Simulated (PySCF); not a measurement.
# Solvent effects on NMR parameters

Atom-mapped SMILES (the numbers label the heavy atoms): `[CH:1]#[C:2][B:3]([OH:4])[O:5][CH:6]1[CH2:7][CH2:8]1`; H(Xn) means a hydrogen on atom n. Ha(C7), Ha(C8) are cis to O5 on the ring; Hb(C7), Hb(C8) are trans to O5 on the ring.

GIAO PBE0/pcSseg-1 in PySCF 2.14.0 with density-fitted response routines on one PBE0-D3(BJ)/def2-SVP conformer, non-relativistic, equivalent nuclei averaged. Solvents enter as an IEF-PCM continuum (benzene with ε = 2.3, tetrahydrofuran with ε = 7.4) around the gas-phase geometry. Shifts are referred to TMS, BF3·OEt2 computed in the same medium.

Gas phase, δ in ppm: C1 98.2, C2 85.4, C6 50.9, C7/C8 7.9, B3 19.4, H(C6) 4.18, H(O4) 3.73, H(C1) 2.37, Ha(C7)/Ha(C8) 0.62, Hb(C7)/Hb(C8) 0.56. Dipole moment 1.80 D.

Q: How does each δ change in the continuum?

A: 
```tsv
atoms	environment	Δδ, benzene	Δδ, tetrahydrofuran
C1	terminal alkyne carbon	+1.9	+3.7
C2	alkyne carbon	+0.2	+0.2
C6	three-membered-ring carbon	+0.6	+1.0
C7/C8	three-membered-ring carbon	+0.2	+0.3
B3	boron bonded to C, 2 O	+0.3	+0.6
H(C6)	hydrogen on a three-membered-ring carbon	+0.02	+0.04
H(O4)	hydrogen on an oxygen bonded to B	+0.40	+0.74
H(C1)	hydrogen on a terminal alkyne carbon	+0.25	+0.46
Ha(C7)/Ha(C8)	hydrogen on a three-membered-ring carbon	+0.03	+0.05
Hb(C7)/Hb(C8)	hydrogen on a three-membered-ring carbon	+0.08	+0.14
```

Changes are relative to the gas phase. The dipole moment becomes 1.98 D in benzene, 2.14 D in tetrahydrofuran.

Q: Which nuclei move most (in ppm), and what does the model miss?

A: C1 (terminal alkyne carbon, +3.7 ppm) in tetrahydrofuran. A continuum only polarises the solute; specific hydrogen bonds, the anisotropy of aromatic solvents and changes of geometry or conformer are outside it.
